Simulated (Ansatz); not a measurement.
Reaction: GeN2H5 (SMILES [NH2][GeH][NH2], doublet) → GeN2H5 (SMILES [NH][GeH2][NH2], doublet)
Each species at its own B3LYP-D3(BJ)/def2-TZVP minimum (Ansatz, a quantum-chemistry and plane-wave program), one conformer.

Total energies in hartree (Ansatz). UHF or UKS for unpaired electrons; spin-orbit terms are left out. Cores are frozen in correlated methods (noble-gas shells, and filled d and f shells in the p block). No relativity.

```csv
species,HF/cc-pVTZ,CCSD(T)/cc-pVTZ,HF/cc-pVQZ,CCSD(T)/cc-pVQZ,CCSD(T)/cc-pVDZ,CCSDT(Q)/cc-pVDZ
"1: GeN2H5 (SMILES [NH2][GeH][NH2], doublet)",-2187.25466,-2187.84092,-2187.26821,-2187.88877,-2187.61096,-2187.61308
"2: GeN2H5 (SMILES [NH][GeH2][NH2], doublet)",-2187.23200,-2187.79954,-2187.24502,-2187.84589,-2187.57546,-2187.57752
```

Question: Work out the isomerisation energy (electronic) in kJ/mol: take Hartree-Fock from cc-pVQZ, extrapolate the CCSD(T) correlation energy as X^-3 (X = 3, 4), and add CCSDT(Q) - CCSD(T) in cc-pVDZ. 1 hartree = 2625.5 kJ/mol.

Answer: 
Species 1: correlation (64·(-0.62056) - 27·(-0.58626))/37 = -0.64559; step -0.00212; E1 = -2187.26821 + (-0.64559) + (-0.00212) = -2187.91592
Species 2: correlation (64·(-0.60087) - 27·(-0.56754))/37 = -0.62519; step -0.00206; E2 = -2187.24502 + (-0.62519) + (-0.00206) = -2187.87227
-1·E1 +1·E2 = 0.04365 hartree = 114.6 kJ/mol.
